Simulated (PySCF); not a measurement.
Species: C8H8F2N2.
Geometry (GFN2-xTB, Å), atoms numbered from 1 in this order:
```
atom  x, y, z in Å
C1    -2.3783   -0.4372    0.3558
C2    -1.4553   -0.2284   -0.8471
C3    -0.0667   -0.6912   -0.5083
C4     0.0366   -2.0940   -0.3251
N5     0.0811   -3.2323   -0.2006
C6     1.0183    0.0780   -0.3304
C7     2.3271   -0.4891    0.1485
F8     3.3901    0.1382   -0.4490
C9     1.0013    1.5794   -0.5406
F10    0.4796    1.9161   -1.7729
C11    0.2115    2.1928    0.5174
N12   -0.4119    2.6323    1.3666
H13   -3.3899   -0.1368    0.0973
H14   -2.0450    0.1636    1.1997
H15   -2.3926   -1.4835    0.6540
H16   -1.8239   -0.8176   -1.6909
H17   -1.4603    0.8212   -1.1358
H18    2.4084   -1.5573   -0.0741
H19    2.4420   -0.3294    1.2300
H20    2.0226    1.9860   -0.5169
```

Computed at PBE0/pcSseg-1 (PySCF, non-relativistic), with Q(14N) = 0.02044 b: N5, 14N (I = 1): χzz = -4.780 MHz, η = 0.060; N12, 14N (I = 1): χzz = -4.897 MHz, η = 0.208.

Q: Find the zero-field quadrupole resonance frequencies of 14N at N5.

A: From ν± = (3/4)|χ|(1 ± η/3) and ν0 = |χ|η/2: ν+ 3.656 MHz, ν− 3.514 MHz, ν0 0.142 MHz (nitrile nitrogen).

Q: Where would the pure quadrupole (NQR) lines of 14N at N12 fall for the rigid, isolated species?

A: From ν± = (3/4)|χ|(1 ± η/3) and ν0 = |χ|η/2: ν+ 3.927 MHz, ν− 3.418 MHz, ν0 0.508 MHz (nitrile nitrogen).

In a crystal, neighbours and librations shift these lines. GFN2-xTB bond lengths can be off by several hundredths of an ångström, more for odd bonds, and the gradients follow them. A larger basis could move these couplings by a tenth or more.

These values come from a run that also computed NMR shieldings. Time: 2.1 min wall (grids of density and orbitals included); peak memory 1.1 GiB. Hardware: Arm Neoverse N1, one thread, no GPU (shared host).

One conformer stands for the species.
